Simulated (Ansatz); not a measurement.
A nudged elastic band was laid between two geometries of AlClH₆O₂Si (11 atoms, charge 0, multiplicity 1).

Level of theory: RHF/6-31G* (Ansatz).

```
movable images  : 7
climbing image  : yes
spring          : 5.0 eV/Å²
optimiser       : quadratic models (default)
start path      : through a guess of the saddle point
force threshold : 0.05 eV/Å
iteration limit : 60
end points      : relaxed
```

Image 0:

```xyz
11
Properties=species:S:1:pos:R:3
Al -0.218 0.197 0.280
O -0.769 -0.027 1.882
Si -1.406 -0.795 3.162
H -2.173 -1.989 2.755
H -0.345 -1.222 4.097
H -2.315 0.115 3.894
H 1.184 -0.353 -0.168
Cl -1.746 0.242 -1.237
O -0.023 2.170 0.478
H -0.466 2.698 -0.181
H -0.328 2.438 1.342
```

Image 8:

```xyz
11
Properties=species:S:1:pos:R:3
Al -0.286 0.518 0.078
O -0.609 0.456 2.009
Si -1.352 -0.643 3.083
H -1.331 -1.925 2.385
H -0.546 -0.658 4.309
H -2.711 -0.172 3.367
H 0.771 -0.613 -0.218
Cl -2.244 0.147 -0.744
O 0.163 2.174 0.208
H 0.004 2.829 -0.452
H -0.465 1.361 2.282
```

Task: Which bonds break or form, and what moves?

Result: Bonds broken: O9–H11. Bonds formed: O2–H11.

Task: What energy profile does the band end with?

Result: The run converged. The highest image is number 4 of 0 to 8, 94.8 kJ/mol above the first end and 61.6 kJ/mol above the last; the last end lies 33.2 kJ/mol above the first. A vibrational analysis at the climbing image gives one clearly imaginary mode, 1627i cm⁻¹: a first-order saddle point. The orbitals stay closed-shell, which can raise the energy where a bond breaks towards radicals; this wasn't checked here.

| image | path coordinate (Å) | energy (kJ/mol) | O9–H11 (Å) | O2–H11 (Å) |
| --- | --- | --- | --- | --- |
| 0 | 0.00 | 0.0 | 0.95 | 2.56 |
| 1 | 0.57 | 0.3 | 0.95 | 2.55 |
| 2 | 1.14 | 1.7 | 0.96 | 2.36 |
| 3 | 1.70 | 19.5 | 0.97 | 1.83 |
| 4 | 2.27 | 94.8 | 1.25 | 1.18 |
| 5 | 2.73 | 51.1 | 1.77 | 0.98 |
| 6 | 3.18 | 38.7 | 2.07 | 0.96 |
| 7 | 3.63 | 34.3 | 2.23 | 0.96 |
| 8 | 4.08 | 33.2 | 2.31 | 0.96 |

Task: What is the geometry of the highest image?

Result: 
```xyz
11
Properties=species:S:1:pos:R:3
Al -0.188 0.348 0.029
O -0.710 0.242 1.811
Si -1.386 -0.609 3.069
H -1.646 -1.979 2.607
H -0.453 -0.622 4.205
H -2.641 0.043 3.475
H 1.079 -0.485 -0.361
Cl -1.876 0.305 -1.276
O 0.053 2.042 0.710
H -0.403 2.810 0.390
H -0.435 1.379 1.649
```

Task: What are the harmonic wavenumbers there?

Result: 1627i, 36, 48, 126, 181, 212, 445, 489, 515, 566, 642, 675, 705, 782, 820, 828, 1045, 1047, 1060, 1105, 1357, 2059, 2098, 2408, 2415, 2423, 4135 cm⁻¹.

Time of the run: 2.9 min on 2 threads of Arm Neoverse V1, with other jobs on the host, peak memory 0.22 GiB.
